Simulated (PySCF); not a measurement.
**CaCl: frontier orbitals**

MN15 at R = 2.427 Å; PySCF, spin-free X2C with a Gaussian nucleus, basis sets Ca x2c-SVPall, Cl x2c-SVPall. State: ²Σ⁺ (doublet), unpaired electrons σ ↑. Only the outer orbitals are listed, counted within each symmetry.

```csv
spin,orbital,occ.,ε (eV),on Ca (%),main shells (%)
α,3π,1,-31.63,100,100 Ca p
α,3π,1,-31.63,100,100 Ca p
α,8σ,1,-31.53,99,99 Ca p
α,9σ,1,-20.82,4,96 Cl s
α,10σ,1,-9.05,10,89 Cl p
α,4π,1,-8.46,9,91 Cl p
α,4π,1,-8.46,9,91 Cl p
α,11σ,1,-4.52,98,"83 Ca s, 10 Ca p"
α,5π,0,-0.16,100,"67 Ca p, 33 Ca d"
α,5π,0,-0.16,100,"67 Ca p, 33 Ca d"
α,12σ,0,-0.15,99,"62 Ca d, 37 Ca p"
β,3π,1,-31.47,100,100 Ca p
β,3π,1,-31.47,100,100 Ca p
β,8σ,1,-31.42,99,99 Ca p
β,9σ,1,-20.78,4,96 Cl s
β,10σ,1,-8.99,11,88 Cl p
β,4π,1,-8.45,9,91 Cl p
β,4π,1,-8.45,9,91 Cl p
β,11σ,0,-1.31,99,90 Ca s
β,12σ,0,0.64,100,"52 Ca d, 47 Ca p"
β,1δ,0,0.70,100,100 Ca d
```

**Question.** Which are the highest filled and the lowest empty level, where do they sit, and how wide is the gap?

**Answer.** Highest filled α 11σ at -4.52 eV (in %: 83 Ca s, 10 Ca p); lowest empty β 11σ at -1.31 eV (in %: 90 Ca s); the gap at MN15 is 3.21 eV.

- bond order (Mayer): 1.11
- ⟨S²⟩: 0.751
- charge on Ca (Mulliken, basis-dependent): 0.38
- charge on Ca (Löwdin, basis-dependent): 0.11
- dipole moment (positive dipole means Ca(−)Cl(+)): -4.69 D

The state was picked by a PBE0 search and need not be the measured ground state.
